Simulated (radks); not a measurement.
The numbers below are computed, except where a source is named.
All-electron atom: Eu55+ in [He] 2s2 2p4 (the NIST ground configuration).

Level of theory: scalar-relativistic Kohn-Sham, r2SCAN, spin-polarised, spherical densities, finite nucleus; open shells are filled with parallel spins first (spin-orbit coupling, left out, can overturn this in heavy ions); meta-GGA in the generalised Kohn-Sham scheme; Fermi nuclear charge, rms radius 5.1115 fm (a radial shooting solver on a logarithmic mesh with Libxc functionals).

Energy parts (Ry):
| part | energy |
|---|---|
| total | -13887.9791 |
| kinetic | 15249.0462 |
| electron-nucleus | -29861.0506 |
| Hartree | 909.2743 |
| exchange-correlation | -185.2491 |

Orbitals (lengths in bohr, moments of r in powers of bohr; <r^-3> diverges for s and p1/2; r(max) is where P^2 peaks; r(90%) holds 90 % of the orbital's charge):
[
 {"orbital": "1s up", "occ.": "1", "eigenvalue (Ry)": "-3919.517", "<r^-3>": "-", "<r>": "0.02228", "r(max)": "0.01419", "r(90%)": "0.0403"},
 {"orbital": "1s down", "occ.": "1", "eigenvalue (Ry)": "-3916.674", "<r^-3>": "-", "<r>": "0.02227", "r(max)": "0.01419", "r(90%)": "0.0402"},
 {"orbital": "2s up", "occ.": "1", "eigenvalue (Ry)": "-908.5800", "<r^-3>": "-", "<r>": "0.09230", "r(max)": "0.07917", "r(90%)": "0.142"},
 {"orbital": "2s down", "occ.": "1", "eigenvalue (Ry)": "-904.5878", "<r^-3>": "-", "<r>": "0.09248", "r(max)": "0.07927", "r(90%)": "0.142"},
 {"orbital": "2p up", "occ.": "3", "eigenvalue (Ry)": "-850.8209", "<r^-3>": "11580", "<r>": "0.08084", "r(max)": "0.06364", "r(90%)": "0.131"},
 {"orbital": "2p down", "occ.": "1", "eigenvalue (Ry)": "-845.7120", "<r^-3>": "11520", "<r>": "0.08107", "r(max)": "0.06378", "r(90%)": "0.131"}
]

The highest occupied level is 2p down at -11506.5 eV. Spin moment in Bohr magnetons: 2. The electron density at the nucleus is 5.932e+05 e/bohr^3 (large components only). Summed over all electrons, <r^2> = 0.05317 bohr^2, which gives a Langevin (diamagnetic) susceptibility term of -0.0421 x 10^-6 cm^3/mol. The density falls to 0.001 e/bohr^3 at r = 0.36 bohr. The spin density at the nucleus is -65.8 e/bohr^3 (1s -307.3, 2s 241.4).
